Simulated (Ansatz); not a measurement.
`[BH2][Al]([NH2])[NH2]` + `CB(O)CO` → `[NH2][Al]([NH2])[OH]` + `BCB(C)O`  (redistribution)

Calculated with Ansatz (gas phase, PBE0-D4/def2-TZVP geometries, no zero-point term in ΔE). CCSD(T)/CBS adds triple-zeta CCSD(T) − MP2 to the extrapolated MP2 energy (def2 sets, frozen cores). This one scheme is used for every species. Each species was taken in one conformer, which may not be the lowest.

| species | CCSD(T)/CBS(def2) energy (Eh) |
| --- | --- |
| `[BH2][Al]([NH2])[NH2]` | -379.86351 |
| `CB(O)CO` | -255.51721 |
| `[NH2][Al]([NH2])[OH]` | -429.75083 |
| `BCB(C)O` | -205.74139 |

**Question.** Work out ΔE.

**Answer.** ΔE = (-429.75083) + (-205.74139) − (-379.86351) − (-255.51721) = -0.11150 Eh = -70.0 kcal/mol.

Largest T1 diagnostic among the species: 0.012.

In def2-TZVPP, CCSD(T) changes the Hartree–Fock value by −1.0 kcal/mol (the triples alone add −0.1 kcal/mol) and MP2 by −5.6 kcal/mol. From PBE to PBE0 (25 % exact exchange), in def2-TZVPP and without D4, ΔE moves by −1.4 kcal/mol.
